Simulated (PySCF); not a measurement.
**Phosphorus: a sound run and one with changed settings**

Sound run: P(2+) [Ne] 3s2 3p1, P(3+) [Ne] 3s2. Computed with PySCF 2.14 in x2c-TZVPall (5s5p2d1f, 37 functions), with scalar relativity by spin-free X2C-1e. In the sound run the correlated levels freeze [Ne]. The sound run starts from symmetry-adapted Hartree-Fock orbitals and uses a fine grid where one is needed.

Changed run: initial guess 1e, at most 50 SCF cycles, level shift 2.0 hartree.

| species | method | sound run (hartree) | changed run (hartree) | converged |
| --- | --- | --- | --- | --- |
| P(2+) | UHF | -340.45849 | -340.45849 | yes |
| P(2+) | r2SCAN | -340.93660 | -340.93660 | yes |
| P(2+) | TPSS | -340.99254 | -340.99254 | yes |
| P(2+) | MP2 | -340.50307 | -340.47396 | yes |
| P(2+) | CCSD(T) | -340.52313 | -340.52313 | yes |
| P(3+) | UHF | -339.37166 | -339.37166 | yes |
| P(3+) | r2SCAN | -339.82106 | -339.82106 | yes |
| P(3+) | TPSS | -339.87634 | -339.87634 | yes |
| P(3+) | MP2 | -339.40628 | -339.38318 | yes |
| P(3+) | CCSD(T) | -339.42065 | -339.42065 | yes |

Ionisation energy of P(2+):

| method | sound run (eV) | changed run (eV) |
| --- | --- | --- |
| UHF | 29.574 | 29.574 |
| r2SCAN | 30.355 | 30.355 |
| TPSS | 30.373 | 30.373 |
| MP2 | 29.845 | 29.682 |
| SCS-MP2 | 29.833 | 29.679 |
| CCSD | 29.973 | 29.973 |
| CCSD(T) | 30.000 | 30.000 |

A level shift leaves the converged SCF energy unchanged but raises the virtual orbital energies, which shrinks MP2 if it is not removed.

For comparison, NIST gives 30.203 eV between the lowest levels.
